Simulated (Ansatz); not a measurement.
B(PF3)H3 (BPH3F3) was relaxed with B3LYP-D4 (def2-SVP) in Ansatz in these states: charge +1 doublet, neutral singlet. The geometries follow in no particular order.

A:

```xyz
8

B     1.0471    0.1466    0.3234
P    -0.7124   -0.0990   -0.2218
F    -1.1063    0.3490   -1.6815
F    -1.8463    0.6278    0.5982
F    -1.2836   -1.5687   -0.2278
H     1.0315   -0.2725    1.4651
H     1.1980    1.3481    0.2138
H     1.6720   -0.5312   -0.4694
```

B:

```xyz
8

B     0.286   -0.784    0.512
P    -0.399    0.731   -0.421
F    -1.868    1.010   -0.042
F    -0.394    0.589   -1.958
F     0.353    2.049   -0.137
H     1.450   -1.305    0.442
H    -0.068   -1.819   -0.036
H     0.641   -0.469    1.640
```

Q: Judge from the bond lengths which geometry belongs to which state (an estimate).

A: A is the neutral singlet (B1–H6 1.216 Å, B1–P2 1.858 Å, P2–F3 1.577 Å); B is the charge +1 doublet (B1–H6 1.277 Å, B1–P2 1.906 Å, P2–F3 1.542 Å).
